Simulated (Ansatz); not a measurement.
Born–Oppenheimer molecular dynamics of BrClH$_{4}$MgSi (8 atoms, charge 0, multiplicity 1). It starts at the highest image of a converged band, a first-order saddle point between two minima.

Theory: RKS B3LYP-D4/def2-SVP in Ansatz 0.2.0.

```yaml
ensemble: NVE (velocity Verlet)
time_step: 0.5 fs
steps_asked: 200
starting_velocities_drawn_for: 100 K
seed: 11261
```

First frame:

```xyz
8
Properties=species:S:1:pos:R:3
Mg -0.850 -1.056 -0.708
Si 0.930 0.292 0.768
Cl -1.600 -3.022 -1.373
H -0.622 1.010 -0.526
Br -1.843 1.336 -1.486
H 2.260 -0.306 0.428
H 1.107 1.778 0.700
H 0.619 -0.032 2.197
```

(1) What does the run give?

(2) What happens to the structure?

(3) How do temperature and energy run in time?

## Answers

(1) The run went to its last step.

```yaml
steps_done: 200
time_covered: 100 fs
mean_temperature_over_the_second_half: 249 K
spread_of_the_potential_energy_over_the_second_half: 4.8 meV per atom
mean_potential_energy_of_the_second_half_above_the_start: -14.4 meV per atom
```

The conserved energy stayed within 0.023 meV per atom of its start (net change 0.01 meV per atom), so the integration is sound. The system heated up, since it started high on the potential surface and ran downhill. A run of 0.1 ps of so small a system gives no equilibrium averages. The orbitals stay closed-shell, which can raise the energy where a bond breaks towards radicals; this wasn't checked here.

(2) The step under study would form Mg1–Br5, Si2–H4 and break Mg1–Si2, H4–Br5. These pairs go: Mg1–Br5 2.70 → 3.42 Å, Si2–H4 2.15 → 2.84 Å, Mg1–Si2 2.68 → 2.57 Å, H4–Br5 1.59 → 1.42 Å. In the last frame they stand as before the step (other bonds may differ from the relaxed reactants and products). Also parted: Mg1–H4 2.09 → 3.25 Å. It ends as BrH + ClH3MgSi. Pairs count as bonded within 1.25 times the sum of covalent radii (0.12 Å more for H–H). Another seed would give other details.

(3) 
```tsv
time (fs)	T (K)	potential energy less start (eV)	conserved less start (meV/atom)
0.0	100	0.000	0.00
3.0	76	0.019	0.02
6.0	70	0.023	0.01
9.0	55	0.035	0.01
12.0	51	0.038	0.02
15.0	82	0.014	0.00
18.0	86	0.011	0.02
21.0	112	-0.010	0.01
24.0	129	-0.022	0.01
27.0	138	-0.029	0.02
30.0	195	-0.074	0.01
33.0	243	-0.111	0.02
36.0	307	-0.160	0.01
39.0	351	-0.195	-0.01
42.0	329	-0.178	0.01
45.0	323	-0.173	0.00
48.0	293	-0.150	0.00
51.0	245	-0.112	0.02
54.0	224	-0.096	0.00
57.0	182	-0.064	0.02
60.0	169	-0.053	0.01
63.0	165	-0.050	0.01
66.0	178	-0.060	0.01
69.0	219	-0.092	0.01
72.0	255	-0.120	0.01
75.0	280	-0.139	0.01
78.0	307	-0.161	0.00
81.0	296	-0.152	0.02
84.0	307	-0.161	0.01
87.0	307	-0.161	0.01
90.0	297	-0.153	0.01
93.0	288	-0.146	0.00
96.0	259	-0.123	0.01
99.0	249	-0.115	0.01
```

Time of the run: 11 min on 2 threads of Arm Neoverse V1 (shared host), peak memory 0.25 GiB.
